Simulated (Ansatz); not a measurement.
```yaml
crystal:
  periodic: [false, false, false]
  atoms:
    - {symbol: C, position_ang: [-0.652694, 0.354550, 1.112491]}
    - {symbol: C, position_ang: [-0.114314, -0.607264, 0.062368]}
    - {symbol: C, position_ang: [1.253418, -0.180270, -0.457795]}
    - {symbol: Ge, position_ang: [-1.391134, -0.868809, -1.463258]}
    - {symbol: Cl, position_ang: [-1.469451, 1.226205, -2.132033]}
    - {symbol: H, position_ang: [-0.766183, 1.359555, 0.698872]}
    - {symbol: H, position_ang: [0.032784, 0.420572, 1.964917]}
    - {symbol: H, position_ang: [-1.626235, 0.044750, 1.505311]}
    - {symbol: H, position_ang: [-0.029993, -1.609821, 0.503626]}
    - {symbol: H, position_ang: [1.982245, -0.137627, 0.359254]}
    - {symbol: H, position_ang: [1.654045, -0.869803, -1.208378]}
    - {symbol: H, position_ang: [1.204412, 0.812861, -0.911376]}
basis:
  gaussian: {orbitals: cc-pVDZ}
magnetization: {spin_polarized: true, initial_magnetization: 2}
hamiltonian: {xc: {name: HF}, dispersion: d4}
correlation: {electrons: all}
```

```sh
$ ansatz run in.yaml --threads 4 --pin off --events-out ev --progress --plain --max-ram 11315MiB
```

Shortened log:

```
Error: invalid value for `correlation`: name a method or an active space
```
